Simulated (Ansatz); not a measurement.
`N#Cc1cscn1` + H₂ → `c1cscn1` + `C#N` at 400 K and 1 bar (hydrogenolysis of a C–C bond).

Gas-phase electronic energies from Ansatz, PBE0-D4/def2-TZVP geometries. CCSD(T)/CBS adds triple-zeta CCSD(T) − MP2 to the extrapolated MP2 energy (def2 sets, frozen cores). This one scheme is used for every species.

```csv
species,CCSD(T)/CBS energy (Eh),H − E (kJ/mol),S (J/(mol·K))
`N#Cc1cscn1`,-660.55323,169.9,350.3
H₂,-1.17544,38.0,139.0
`c1cscn1`,-568.42044,166.4,303.1
`C#N`,-93.32098,56.1,211.9
```

H − E and S are ideal-gas, rigid-rotor, harmonic terms from PBE0-D4/def2-TZVP. The MP2-based limit puts H₂ 0.8 mEh under its directly extrapolated value; such offsets cancel only in part. 1 Eh = 2625.50 kJ/mol, R = 8.31446 J/(mol·K).

Problem. By hand: ΔE, ΔH, ΔS and ΔG.

Solution. ΔE = (-568.42044) + (-93.32098) − (-660.55323) − (-1.17544) = -0.01275 Eh = -33.5 kJ/mol. Δ(H − E) = 166.4 + 56.1 − 169.9 − 38.0 = 14.6, so ΔH = -18.9 kJ/mol. ΔS = 303.1 + 211.9 − 350.3 − 139.0 = 25.7 J/(mol·K). ΔG = -18.9 − 400 × (25.7)/1000 = -29.2 kJ/mol.

Problem. By hand: the equilibrium constant, and the temperature at which ΔG would vanish if ΔH and ΔS stayed fixed.

Solution. log₁₀ K = −ΔG/(RT ln 10) = 3.8. ΔH and −TΔS have one sign here, so there is no such temperature.

TΔS isn't small against ΔH here. A doubt of 5 kJ/mol in ΔE shifts log₁₀ K by 0.7 here. These are equilibria of isolated gas molecules and say nothing of rates. Largest T1 diagnostic: 0.015 (customary marks: 0.02 for closed shells, 0.045 for open ones).
